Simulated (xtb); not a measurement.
C$_{6}$H$_{11}$O, doublet, geometry from GFN2-xTB, atoms displaced at random by about 0.05 Å a coordinate. Base run: xtb with GFN2-xTB.

xtb was given this input:
```
$ xtb mol.xyz --gfn 2 --uhf 1 --opt --json

# file mol.xyz
18

C     -1.69523966     1.89977892    -0.31762571
C     -0.95311348     0.63472252    -0.44641272
C     -1.83605376    -0.54984078    -0.22473006
C      0.11898498     0.67622310     0.49927720
C      1.22190551    -0.64721627     0.42846279
C      2.27810125    -0.24991374    -0.57846759
O      0.95018274    -1.74010601     0.87377839
H     -2.54777100     1.96828623     0.29379162
H     -1.30153611     2.74310587    -0.88613561
H     -0.54939463     0.50060542    -1.50337394
H     -2.57994914    -0.67903893    -0.97894726
H     -2.43061764    -0.36110646     0.74127380
H     -1.38901377    -1.55073522    -0.21353817
H     -0.21134525     0.54041862     1.65313532
H      0.82267912     1.45540294     0.45362971
H      2.00733079     0.31151435    -1.48042671
H      2.79506564    -1.22008664    -0.94404005
H      2.99471873     0.25202039    -0.10521803
```

Variants of this job, named by their change:

```json
[
 {"change": "base", "ΔE vs base (kJ/mol)": "0.00", "optimiser steps": "9"},
 {"change": "opt level = loose", "ΔE vs base (kJ/mol)": "0.02", "optimiser steps": "7"},
 {"change": "engine = lbfgs", "ΔE vs base (kJ/mol)": "0.00", "optimiser steps": "-"},
 {"change": "opt level = tight", "ΔE vs base (kJ/mol)": "-0.02", "optimiser steps": "13"},
 {"change": "opt level = sloppy", "ΔE vs base (kJ/mol)": "0.02", "optimiser steps": "7"},
 {"change": "opt level = crude", "ΔE vs base (kJ/mol)": "0.05", "optimiser steps": "6"},
 {"change": "opt level = lax", "ΔE vs base (kJ/mol)": "0.02", "optimiser steps": "7"},
 {"change": "alpb = hexane", "ΔE vs base (kJ/mol)": "-25.68", "optimiser steps": "9"},
 {"change": "opt level = vtight", "ΔE vs base (kJ/mol)": "-0.02", "optimiser steps": "18"},
 {"change": "opt level = extreme", "ΔE vs base (kJ/mol)": "-0.02", "optimiser steps": "22"}
]
```
